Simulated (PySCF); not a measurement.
Gas-phase reaction: Mo2O6 + 6 Cl ⇌ 2 MoO2Cl2 + 2 ClO

Computed with PySCF (xtb for GFN2) and rigid-rotor harmonic-oscillator thermochemistry at 1 bar. † marks an energy on the PBE0/def2-TZVP geometry and frequencies; other levels use their own. Open shells (unrestricted): Cl (multiplicity 2, electronic degeneracy 6), ClO (multiplicity 2, electronic degeneracy 4); the rest are closed-shell singlets. GFN2 has no spin-polarisation term. Spin-orbit splitting is ignored; it lowers the true energy and changes the entropy of Cl, ClO. B3LYP is the form with VWN-RPA correlation. Mo: scalar-relativistic def2 core potential, no spin-orbit coupling. The harmonic model lacks anharmonicity and excited electronic states, which grow with temperature; levels with a mode under 35 cm⁻¹ are left out. Soft modes under 120 cm⁻¹ make the harmonic entropy rough for Mo2O6, MoO2Cl2.

ΔH° and ΔS° at 298 K: B3LYP/def2-TZVP† -624 kJ, -263 J/K; GFN2-xTB -754 kJ, -276 J/K; PBE/def2-SVP -695 kJ, -262 J/K; PBE0/def2-QZVP† -675 kJ, -263 J/K.

Question: With the heat capacities included, give log10 K (1 bar) at 500, 1400, 1600, 1800, 2500 K from B3LYP/def2-TZVP†, GFN2-xTB, PBE/def2-SVP, PBE0/def2-QZVP†.

Answer: 
| T (K) | B3LYP/def2-TZVP† | GFN2-xTB | PBE/def2-SVP | PBE0/def2-QZVP† |
|---|---|---|---|---|
| 500 | 51.4 | 64.3 | 58.9 | 56.7 |
| 1400 | 8.8 | 12.9 | 11.6 | 10.7 |
| 1600 | 5.8 | 9.3 | 8.2 | 7.5 |
| 1800 | 3.5 | 6.4 | 5.6 | 5.0 |
| 2500 | -1.9 | 0.0 | -0.3 | -0.8 |
